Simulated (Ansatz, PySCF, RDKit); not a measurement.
NH3 (SMILES N) and C3H8 (SMILES CCC) are pulled apart as rigid monomers along the line of their centres of mass, from the B3LYP-D3(BJ)/def2-TZVP minimum. Starting geometry (charge 0, multiplicity 1):
```xyz
15

N      0.296     0.129     0.484
H      0.134     0.824     1.204
H      0.965     0.520    -0.170
H     -0.577     0.003    -0.015
C      1.261     0.071     4.102
C     -0.222     0.433     4.133
C     -1.122    -0.747     3.778
H      1.890     0.929     4.349
H      1.482    -0.720     4.822
H      1.550    -0.291     3.113
H     -0.412     1.260     3.440
H     -0.487     0.813     5.125
H     -2.177    -0.467     3.794
H     -0.884    -1.128     2.782
H     -0.985    -1.567     4.487
```

Interaction energies with rigid monomers; basis-set methods are counterpoise corrected unless marked otherwise.

Rows in 3-21G carry no dispersion term and start afresh at each structure.

The values were computed with Ansatz (Gaussian orbitals); PySCF for 3-21G rows, the dispersion terms; RDKit for the force fields. 

```
H2···H11 (Å)  UFF (kcal/mol)  HF/3-21G (no counterpoise) (kcal/mol)  PBE-D4/def2-TZVPPD (kcal/mol)  B3LYP/3-21G (no counterpoise) (kcal/mol)  B3LYP-D3(BJ)/def2-TZVPPD (kcal/mol)
------------  --------------  -------------------------------------  -----------------------------  ----------------------------------------  -----------------------------------
2.12                    1.02                                  -1.12                          -1.10                                     -3.14                                -0.93
2.34                   -0.74                                  -1.48                            [?]                                     -2.77                                -1.26
2.68                   -1.00                                  -1.13                          -1.29                                     -1.67                                -1.08
3.25                   -0.58                                  -0.40                          -0.73                                     -0.43                                -0.55
4.17                   -0.21                                  -0.08                          -0.20                                       [?]                                -0.17
```

Q: What belongs in the gaps?

A: 
- 2.34, PBE-D4/def2-TZVPPD (kcal/mol): -1.44
- 4.17, B3LYP/3-21G (no counterpoise) (kcal/mol): -0.06

Ansatz is a quantum-chemistry and plane-wave program.
